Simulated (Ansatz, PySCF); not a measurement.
Sites of deprotonation of [SiH3]P:

A. [SiH3]P -> [SiH2-]P + H+
B. [SiH3]P → [SiH3][PH-] + H+

Quantity: gas-phase deprotonation energy (enthalpy at 298 K, with B3LYP-D3(BJ) rigid-rotor harmonic-oscillator terms from PySCF), kJ/mol. Each molecule is optimised on its own at B3LYP-D3(BJ)/def2-TZVP (Ansatz, a program for electronic structure), one conformer each, not searched for the lowest. Valence correlation only, unless marked. Spin-orbit coupling is left out. Non-relativistic. CBS(X,Y): correlation extrapolated as X^-3; Hartree-Fock from the larger set. [CCSD(T)-MP2]/basis is that difference in the basis named. Anions need diffuse functions, which plain sets lack and def2-D sets hold few of.

Rank them by gas-phase deprotonation energy at RI-MP2/CBS(aug-cc-pV(T+d)Z,aug-cc-pV(Q+d)Z)+[CCSD(T)-MP2]/aug-cc-pV(T+d)Z (Ansatz), lowest first.

B (1470.0 kJ/mol), A (1524.9 kJ/mol)
